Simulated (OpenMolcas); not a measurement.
An atom or ion with 30 electrons was computed by SS-RASPT2, IPEA 0.25 Eh, imaginary shift 0.1 Eh with spin-orbit coupling (OpenMolcas, ANO-RCC-VTZP, DKH2). The lowest levels that the run gave, each within 12 % of the measured value where one is at hand:

| J | Parity | E (cm-1) | g |
| --- | --- | --- | --- |
| 0 | even | 0.0 |  |
| 0 | odd | 100957 |  |
| 1 | odd | 102910 | 1.500 |
| 2 | odd | 107312 | 1.501 |
| 1 | odd | 152962 | 1.002 |
| 0 | even | 242141 |  |
| 2 | even | 243534 | 1.093 |
| 1 | even | 244965 | 1.501 |
| 2 | even | 250370 | 1.408 |

**Question.** Which ion is it, and what are the configurations and terms?

**Answer.** Br VI (Z = 35, charge +5; active space 2 electrons in 9 orbitals (RAS2 4s 4p; RAS3 4d, at most 2 electrons)). J, parity and g give the terms where levels are pure, and mixed ones are named by the computed weights; the size of the splittings, set against known spectra of the 30-electron sequence, gives the charge. In order, with the measured energies in cm-1 (Moore, Atomic Energy Levels, vol. II, NSRDS-NBS 35 (1971 reprint of NBS Circular 467, 1952)): 4s2 1S0, 4s 4p 3P* 0 (104316), 4s 4p 3P* 1 (106431), 4s 4p 3P* 2 (111336), 4s 4p 1P* 1 (151274), 4p2 3P0 (244136), 4p2 1D2, 4p2 3P1 (247406), 4p2 3P2 (253892).

Active for correlation alone: 4d; no level in the range computed is led by a configuration that fills it, so any true level of that kind is missing. Some terms mix strongly with configurations of 4d, whose occupation reaches 0.18 (4p2 1D). Computed and measured levels are paired by configuration, term and J; levels that our copy of the source lacks, or whose pairing is in doubt (as where it misses far off the trend of its configuration), stay unpaired and out of the deviations. Levels of configurations outside the active space are missing.

* marks odd parity.
